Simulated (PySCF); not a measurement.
# A search over the determinants of SiBi⁺

Unrestricted PBE0; Si cc-pV(D+d)Z, Bi cc-pVDZ-PP with ECP60; scalar-relativistic core potentials (PySCF 2.14). Outer shells of the fragments: Si 3s2 3p2; Bi+ 5d10 6s2 6p2.

Followed along the bond (rough minima from three points):

```
2Ms+1  unpaired  ⟨S²⟩ at the start  R at minimum (Å)  Te (eV)
    3      π ↑↑               2.00              2.61     0.00
    1      π ↑↓               1.00              2.62     0.23
    3  σ ↑, π ↑               2.07              2.46     0.52
    1  σ ↑, π ↓               1.35              2.47     0.70
    1      none               0.00              2.63     0.86
```

Solutions found at the starting distance of 2.675 Å, counted from the lowest of them; the search is not exhaustive and high or unbound solutions are not listed, so other states can lie among these:

```json
{"2Ms+1": "3", "unpaired": "π ↑↑", "term": "³Σ⁻", "E (eV)": "0.00", "⟨S²⟩": "2.00", "⟨Lz²⟩": "0.00", "μ (D)": "-3.93"}
{"2Ms+1": "1", "unpaired": "π ↑↓", "term": "mixed", "E (eV)": "0.23", "⟨S²⟩": "1.00", "⟨Lz²⟩": "2.01", "μ (D)": "-3.79"}
{"2Ms+1": "3", "unpaired": "σ ↑, π ↑", "term": "³Π", "E (eV)": "0.74", "⟨S²⟩": "2.07", "⟨Lz²⟩": "1.06", "μ (D)": "-4.00"}
{"2Ms+1": "1", "unpaired": "none", "term": "mixed", "E (eV)": "0.85", "⟨S²⟩": "0.00", "⟨Lz²⟩": "2.00", "μ (D)": "-3.55"}
{"2Ms+1": "1", "unpaired": "σ ↑, π ↓", "term": "mixed", "E (eV)": "0.86", "⟨S²⟩": "1.35", "⟨Lz²⟩": "1.03", "μ (D)": "-4.00"}
{"2Ms+1": "5", "unpaired": "σ ↑, π ↑↑↑", "term": "⁵Π", "E (eV)": "1.22", "⟨S²⟩": "6.01", "⟨Lz²⟩": "1.01", "μ (D)": "-3.57"}
{"2Ms+1": "3", "unpaired": "σ ↑, π ↑↑↓", "term": "mixed", "E (eV)": "1.77", "⟨S²⟩": "3.01", "⟨Lz²⟩": "3.02", "μ (D)": "-3.56"}
{"2Ms+1": "3", "unpaired": "σ ↓, π ↑↑↑", "term": "mixed", "E (eV)": "1.86", "⟨S²⟩": "3.02", "⟨Lz²⟩": "1.01", "μ (D)": "-3.39"}
{"2Ms+1": "3", "unpaired": "π ↑↑", "term": "mixed", "E (eV)": "2.04", "⟨S²⟩": "2.01", "⟨Lz²⟩": "2.01", "μ (D)": "-1.85"}
{"2Ms+1": "5", "unpaired": "σ ↑↑, π ↑↑", "term": "⁵Σ⁻", "E (eV)": "3.86", "⟨S²⟩": "6.00", "⟨Lz²⟩": "0.00", "μ (D)": "-4.49"}
{"2Ms+1": "5", "unpaired": "π ↑↑↑↑", "term": "⁵Σ⁺", "E (eV)": "3.91", "⟨S²⟩": "6.03", "⟨Lz²⟩": "0.00", "μ (D)": "-2.32"}
{"2Ms+1": "1", "unpaired": "σ ↓↓, π ↑↑", "term": "mixed", "E (eV)": "4.68", "⟨S²⟩": "2.01", "⟨Lz²⟩": "0.00", "μ (D)": "-4.77"}
{"2Ms+1": "3", "unpaired": "σ ↑, π ↑", "term": "³Π", "E (eV)": "4.94", "⟨S²⟩": "2.00", "⟨Lz²⟩": "1.00", "μ (D)": "-3.58"}
{"2Ms+1": "1", "unpaired": "σ ↓, π ↑", "term": "mixed", "E (eV)": "5.11", "⟨S²⟩": "1.01", "⟨Lz²⟩": "1.00", "μ (D)": "-3.76"}
```

A term symbol is given only where ⟨S²⟩ and ⟨Lz²⟩ are close to those of a pure state; real π, δ and φ orbitals otherwise mix terms. A positive dipole points towards Bi; it is taken about the centre of mass and depends on that origin.

Spin–orbit coupling is left out, which matters for elements this heavy, above all for dissociation energies.
